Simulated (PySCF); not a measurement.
All values below come from TPSSh-D3(BJ)/def2-TZVP // r2SCAN-D4/def2-SVP (PySCF 2.14.0). Isolated molecules, 0 K electronic values unless said otherwise. One relaxed conformer stands for a flexible species; it need not be the lowest. 

Reference species: [Co(H2O)6]3+ (near-degenerate quintet) (charge +3, multiplicity 5).

| Quantity | Value |
|---|---|
| mean distance from the central atom to its bonded neighbours | 2.022 Å |
| charge on the central atom (Mulliken) | 0.83 e |
| charge on the central atom (meta-Löwdin) | 1.66 e |

Changed species: [Co(H2O)2(NH3)4]3+ (excited quintet) (4 of 6 H2O replaced by NH3, multiplicity 5; the reference has 0 of 6 H2O replaced by NH3, multiplicity 5).

Task: Predict the effect on the mean distance from the central atom to its bonded neighbours, charge on the central atom (Mulliken) and charge on the central atom (meta-Löwdin).

Result: the mean distance from the central atom to its bonded neighbours rises by 0.101 Å, to 2.123 Å; the charge on the central atom (Mulliken) drops by 0.19 e, to 0.64 e; the charge on the central atom (meta-Löwdin) falls by 0.17 e, to 1.49 e.
